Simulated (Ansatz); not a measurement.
Reaction (substitution at a C–O bond): `CC(C)OB(O)F` + `[NH2][AlH][Cl]` → `CC(C)[NH][AlH][Cl]` + `OB(O)F`

Calculated with Ansatz (gas phase, PBE0-D4/def2-TZVP geometries, no zero-point term in ΔE). CCSD(T)/CBS is the MP2 limit (def2-TZVPP, def2-QZVPP) plus CCSD(T) − MP2 in def2-TZVPP, frozen cores. DFT in def2-TZVPP. B3LYP here is the variant with VWN-RPA as its local correlation; programs differ in this. Each species was taken in one conformer, which may not be the lowest.

```json
{"level": "PBE-D4", "ΔE (kJ/mol)": "-4.2", "difference from CCSD(T)/CBS": "-1.8"}
{"level": "r2SCAN-D4", "ΔE (kJ/mol)": "0.7", "difference from CCSD(T)/CBS": "3.1"}
{"level": "PBE0-D4", "ΔE (kJ/mol)": "-4.1", "difference from CCSD(T)/CBS": "-1.7"}
{"level": "B3LYP-D4", "ΔE (kJ/mol)": "0.3", "difference from CCSD(T)/CBS": "2.7"}
{"level": "ωB97X-V", "ΔE (kJ/mol)": "1.8", "difference from CCSD(T)/CBS": "4.2"}
{"level": "ωB97M-V", "ΔE (kJ/mol)": "0.7", "difference from CCSD(T)/CBS": "3.1"}
{"level": "B2PLYP", "ΔE (kJ/mol)": "-0.1", "difference from CCSD(T)/CBS": "2.3"}
{"level": "PBE", "ΔE (kJ/mol)": "-2.9", "difference from CCSD(T)/CBS": "-0.5"}
{"level": "r2SCAN", "ΔE (kJ/mol)": "1.0", "difference from CCSD(T)/CBS": "3.4"}
{"level": "PBE0", "ΔE (kJ/mol)": "-2.9", "difference from CCSD(T)/CBS": "-0.5"}
{"level": "B3LYP", "ΔE (kJ/mol)": "2.5", "difference from CCSD(T)/CBS": "4.9"}
{"level": "HF/def2-TZVPP", "ΔE (kJ/mol)": "6.2", "difference from CCSD(T)/CBS": "8.6"}
{"level": "MP2/def2-TZVPP", "ΔE (kJ/mol)": "-7.0", "difference from CCSD(T)/CBS": "-4.6"}
{"level": "SCS-MP2/def2-TZVPP", "ΔE (kJ/mol)": "-4.0", "difference from CCSD(T)/CBS": "-1.6"}
{"level": "CCSD/def2-TZVPP", "ΔE (kJ/mol)": "-2.0", "difference from CCSD(T)/CBS": "0.4"}
{"level": "CCSD(T)/def2-TZVPP", "ΔE (kJ/mol)": "-3.1", "difference from CCSD(T)/CBS": "-0.7"}
{"level": "HF/def2-QZVPP", "ΔE (kJ/mol)": "6.5", "difference from CCSD(T)/CBS": "8.9"}
{"level": "MP2/def2-QZVPP", "ΔE (kJ/mol)": "-6.5", "difference from CCSD(T)/CBS": "-4.1"}
{"level": "SCS-MP2/def2-QZVPP", "ΔE (kJ/mol)": "-3.6", "difference from CCSD(T)/CBS": "-1.2"}
{"level": "HF/CBS(def2)", "ΔE (kJ/mol)": "6.5", "difference from CCSD(T)/CBS": "8.9"}
{"level": "MP2/CBS(def2)", "ΔE (kJ/mol)": "-6.3", "difference from CCSD(T)/CBS": "-3.9"}
{"level": "CCSD/CBS(def2)", "ΔE (kJ/mol)": "-1.3", "difference from CCSD(T)/CBS": "1.1"}
{"level": "CCSD(T)/CBS", "ΔE (kJ/mol)": "-2.4", "difference from CCSD(T)/CBS": "0"}
```

Largest T1 diagnostic among the species: 0.012.

In def2-TZVPP, CCSD(T) changes the Hartree–Fock value by −9.2 kJ/mol (the triples alone add −1.1 kJ/mol) and MP2 by −13.1 kJ/mol.
